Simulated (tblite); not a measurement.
Run record: tight-binding relaxation, `C[C@@H]1[CH2][GeH2][N]([SiH3])C1`.

Computed with GFN2-xTB geometry optimisation, gas phase (tblite 0.8.0). Start geometry: from a force field or distance geometry. The command runs a driver script over a list of jobs; the input below is this job's line of settings and its coordinates in Å.

Command:
```bash
OMP_NUM_THREADS=1 python probes_run.py task.json out
```

Input:
```
{"job": {"kind": "relax", "xc": "GFN2-xTB", "basis": "xTB"}, "charge": 0, "multiplicity": 1}
C     -2.487800     0.509100    -0.362800
C     -1.262500    -0.351200    -0.133300
C     -0.837200    -0.362600     1.354800
Ge     1.019300    -0.776200     1.260300
N      1.152200    -0.623100    -0.569000
Si     2.639900     0.308100    -0.965900
C     -0.054400     0.123400    -0.974900
H     -2.782000     0.474800    -1.428600
H     -3.340400     0.132900     0.249000
H     -2.300400     1.568500    -0.081800
H     -1.503000    -1.402000    -0.425800
H     -0.967900     0.642000     1.814300
H     -1.412200    -1.122200     1.939700
H      1.296600    -2.245900     1.703000
H      1.857500     0.288500     2.024300
H      2.611200     1.615800    -0.273800
H      2.727500     0.520900    -2.413200
H      3.823100    -0.451700    -0.514600
H     -0.261600    -0.058500    -2.042200
H      0.077100     1.220100    -0.813300
```

Output:
```
step      E/eV     max force
  0    -592.65267    1.665
  1    -592.78830    0.962
  2    -592.84831    0.517
  3    -592.87082    0.484
  4    -592.91078    0.391
  5    -592.93570    0.417
  6    -592.96886    0.564
  7    -592.99845    0.546
  8    -593.02604    0.386
  9    -593.04222    0.254
... (72 lines left out)
 82    -593.20620    0.036
 83    -593.20643    0.047
 84    -593.20665    0.038
 85    -593.20680    0.023
 86    -593.20687    0.018
 87    -593.20693    0.021
 88    -593.20701    0.023
 89    -593.20709    0.018
 90    -593.20713    0.010
 91    -593.20715    0.009
```

«max force» is the largest atomic force in eV/Å.

Question: From which step on does the largest force stay under 0.1 eV/Å, and how much energy is left to gain from there?

Answer: From step 48 (0.097 eV/Å), 14.2 meV above the end.

In short: energy lowered by 12.8 kcal/mol over 91 steps; largest atomic force 0.009 eV/Å at the end.

Question: Give the final coordinates.

Answer: 0.418 Å rms from the input after alignment:
```
atom  x, y, z in Å
C1    -2.5387    0.3832   -0.4292
C2    -1.2016   -0.2797   -0.1283
C3    -0.9441   -0.3987    1.3750
Ge4    1.0053   -0.7227    1.4418
N5     1.2161   -0.1109   -0.2761
Si6    2.6810    0.1948   -1.1274
C7    -0.0263    0.4841   -0.7420
H8    -2.7016    0.4469   -1.5028
H9    -3.3536   -0.1881    0.0107
H10   -2.5646    1.3904   -0.0173
H11   -1.1924   -1.2871   -0.5600
H12   -1.1766    0.5472    1.8697
H13   -1.5657   -1.1716    1.8237
H14    1.5216   -2.1394    1.5127
H15    1.7830    0.0907    2.4570
H16    3.1025    1.6033   -1.0323
H17    2.4361   -0.1309   -2.5374
H18    3.6713   -0.6808   -0.5032
H19   -0.0668    0.4372   -1.8339
H20   -0.0901    1.5429   -0.4545
```

The run took 1.3 s on one thread of an Arm Neoverse N1, no GPU, on a shared host.
Labels such as C1 count atoms from 1, the log's own numbers from 0.
